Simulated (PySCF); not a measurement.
**Heteronuclear NMR**

Geometry:
| atom | x (Å) | y (Å) | z (Å) |
| --- | --- | --- | --- |
| C1 | -3.331 | -0.031 | 0.369 |
| O2 | -2.148 | 0.705 | 0.211 |
| C3 | -1.152 | 0.042 | -0.538 |
| C4 | -0.008 | 1.041 | -0.799 |
| Si5 | 1.062 | 0.153 | 0.507 |
| O6 | 2.442 | -0.579 | 0.076 |
| C7 | 3.746 | -0.078 | 0.100 |
| C8 | -0.397 | -1.034 | 0.276 |
| H9 | -3.778 | -0.273 | -0.605 |
| H10 | -4.015 | 0.599 | 0.935 |
| H11 | -3.165 | -0.966 | 0.916 |
| H12 | -1.603 | -0.358 | -1.460 |
| H13 | -0.335 | 2.059 | -0.614 |
| H14 | 0.346 | 0.978 | -1.826 |
| H15 | 1.183 | 0.870 | 1.777 |
| H16 | 3.973 | 0.360 | 1.074 |
| H17 | 4.428 | -0.907 | -0.092 |
| H18 | 3.880 | 0.686 | -0.668 |
| H19 | -0.199 | -1.927 | -0.311 |
| H20 | -0.934 | -1.331 | 1.170 |

- PBE0/pcSseg-1 with gauge-including orbitals
- structure optimised with GFN2-xTB
- code: PySCF
- non-relativistic Hamiltonian, in vacuum, one computed conformer, equivalent nuclei averaged

**Question.** Where does $^{29}$Si resonate?

**Answer.** 
```json
{"atoms": "Si5", "environment": "silicon bonded to 2 C, O, H, in a 4-membered ring", "σ (ppm)": "346.5", "δ (ppm)": "-4.8"}
```

Shieldings were converted by a linear fit to measured shifts: $^{29}$Si: δ = 279.94 − 0.822σ (rms 8.9 ppm, 72 shifts, 25.8 ppm with the 6 outliers that the fit left out vs TMS, solution or neat liquid). A few per cent of atoms miss by over 2 rms, more outside the fitted compound classes.

On a 300 MHz spectrometer $^{29}$Si resonates near 59.6 MHz, so 1 ppm is 59.6 Hz.

**Question.** Where does $^{17}$O resonate?

**Answer.** 
| atoms | environment | σ (ppm) | δ (ppm) |
| --- | --- | --- | --- |
| O2 | ether oxygen | 278.1 | 13.4 |
| O6 | oxygen bonded to C, Si | 313.0 | -18.4 |

Shieldings were converted by a linear fit to measured shifts: $^{17}$O: δ = 266.70 − 0.911σ (rms 10.7 ppm, 155 shifts, 12.2 ppm with the 3 outliers that the fit left out vs liquid water, solution or neat liquid). A few per cent of atoms miss by over 2 rms, more outside the fitted compound classes.

On a 300 MHz spectrometer $^{17}$O resonates near 40.7 MHz, so 1 ppm is 40.7 Hz.
